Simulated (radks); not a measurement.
The numbers below are computed, except where a source is named.
Mean orbital radii <r> (bohr) of the copper ion Cu2+, [Ar] 3d9, at several levels of relativity; Dirac values are averaged over j with weights 2j + 1. Spin-unpolarised spherical Kohn-Sham, PBEsol, point nucleus unless stated (finite: rms radius 3.8823 fm), a radial shooting solver on a logarithmic mesh with Libxc functionals. A level marked "c x" has the speed of light scaled by that factor and shares open shells by 2j + 1; other Dirac levels either fill j = l - 1/2 first or share by 2j + 1.

shell  non-rel.  scalar-rel., finite nucleus  Dirac, 2j+1 shares, finite nucleus  Dirac, c x 1.25  change of magnitude, last against first (%)
1s      0.05294                      0.05216                             0.05216          0.05244                                        -0.93
2s       0.2389                       0.2354                              0.2352           0.2365                                        -0.99
2p       0.2079                       0.2065                              0.2065           0.2070                                        -0.45
3s       0.7208                       0.7106                              0.7105           0.7142                                        -0.91
3p       0.7499                       0.7455                              0.7455           0.7471                                        -0.38
3d       0.9167                       0.9212                              0.9213           0.9196                                        +0.32
